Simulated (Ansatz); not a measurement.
`[NH2][Mo](=[O])(=[O])[OH]` and `[CH3][Mo]([NH2])(=[O])=[O]` differ in one atom or group.

Ansatz, PBE0-D4/def2-TZVP geometries, multiplicity 1. Each molecule was computed in one conformer, which needn't be the lowest.

Elements past krypton have def2 core potentials.

```tsv
property	`[NH2][Mo](=[O])(=[O])[OH]`
HOMO energy (ωB97M-V/def2-TZVPP) / eV	-10.74
size of the dipole moment (ωB97M-V/def2-TZVPP) / D	3.63
LUMO energy (B3LYP/def2-TZVPP) / eV	-2.22
HOMO energy (PBE/def2-TZVPP) / eV	-6.99
HOMO–LUMO gap (PBE0/def2-TZVPP) / eV	6.47
HOMO–LUMO gap (B3LYP/def2-TZVPP) / eV	5.99
```

**Question.** Give the same properties after the change, and the shifts. (Best estimate.)

**Answer.** Computed: 
```json
{"property": "HOMO energy (ωB97M-V/def2-TZVPP) / eV", "`[CH3][Mo]([NH2])(=[O])=[O]`": "-10.94", "shift": "-0.20"}
{"property": "size of the dipole moment (ωB97M-V/def2-TZVPP) / D", "`[CH3][Mo]([NH2])(=[O])=[O]`": "3.96", "shift": "0.33"}
{"property": "LUMO energy (B3LYP/def2-TZVPP) / eV", "`[CH3][Mo]([NH2])(=[O])=[O]`": "-2.29", "shift": "-0.07"}
{"property": "HOMO energy (PBE/def2-TZVPP) / eV", "`[CH3][Mo]([NH2])(=[O])=[O]`": "-7.18", "shift": "-0.19"}
{"property": "HOMO–LUMO gap (PBE0/def2-TZVPP) / eV", "`[CH3][Mo]([NH2])(=[O])=[O]`": "6.53", "shift": "0.06"}
{"property": "HOMO–LUMO gap (B3LYP/def2-TZVPP) / eV", "`[CH3][Mo]([NH2])(=[O])=[O]`": "6.06", "shift": "0.07"}
```

With PBE0 the HOMO falls by 0.14 eV and the LUMO falls by 0.08 eV, so the gap widens by about 0.06 eV. PBE moves the HOMO by -0.19 eV and ωB97M-V by -0.20 eV. The zero-point energy changes by 59.4 kJ/mol with +6 modes. Dipoles are sizes alone; their direction can turn.

B3LYP here is the variant with VWN-RPA as its local correlation; programs differ in this.
